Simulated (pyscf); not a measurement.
Thermochemistry of product channels of C₂H₄Cl+ (SMILES C1C[Cl+]1) on the singlet surface, in kJ/mol, from CCSD(T)/def2-TZVPP + ΔMP2(QZVPP) energies (ideal gas, 1 atm, RRHO with modes under 100 cm⁻¹ raised to 100, one conformer, R ln 2 for rigid chiral ones). Optimised with ωB97X-D3(BJ)/def2-SVP in PySCF. Correlated levels are frozen-core, on RHF or UHF. ΔMP2 is the change of the MP2 total energy from the triple- to the quadruple-zeta basis.

| products | ΔE | ΔH(298 K) | ΔG(298 K) | ΔG(900 K) |
|---|---|---|---|---|
| H₂C=CH–ClH⁺ (SMILES C=C[ClH+]) | +70.0 | +59.9 | +52.3 | +33.0 |
| H₃C–CH⁺–Cl (SMILES C[CH+]Cl) | -10.8 | -15.2 | -21.4 | -35.3 |

These are energies of the channels, which say nothing of barriers. The CCSD(T) − MP2 part came from Ansatz, without density fitting, on the same reference.
